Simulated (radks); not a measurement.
Polarisability of the promethium ion Pm3+, [Xe] 4f4, at imaginary frequency. Method: non-relativistic Kohn-Sham, LDA (Slater exchange, Perdew-Wang correlation), spin-polarised, spherical densities, point nucleus; open shells are filled with parallel spins first (spin-orbit coupling, left out, can overturn this in heavy ions); relativity is left out, which matters for an element this heavy; computed with a radial shooting solver on a logarithmic mesh with Libxc functionals. Response by self-consistent Sternheimer equations with the Hartree and adiabatic LDA kernel.

| w (hartree) | alpha1(iw) (bohr^3) |
|---|---|
| 0.00266 | 6.641 |
| 0.0143 | 6.640 |
| 0.0360 | 6.633 |
| 0.0697 | 6.610 |
| 0.118 | 6.554 |
| 0.186 | 6.433 |
| 0.280 | 6.197 |
| 0.413 | 5.777 |
| 0.605 | 5.089 |
| 0.892 | 4.093 |
| 1.35 | 2.888 |
| 2.12 | 1.741 |
| 3.59 | 0.8815 |
| 6.94 | 0.3480 |
| 17.5 | 0.08146 |

Static values: alpha1 = 6.641 bohr^3 (0.9841 angstrom^3; uncoupled 12.04). C6 = 39.64, triple-dipole C9 = 187.5 atomic units. One-pole (London) frequency 4 C6 / (3 alpha1^2) = 1.198 hartree, against 1.357 for minus the highest occupied eigenvalue. The dipole shielding factor is 0.951, as the force sum rule N/Z = 0.951 demands.
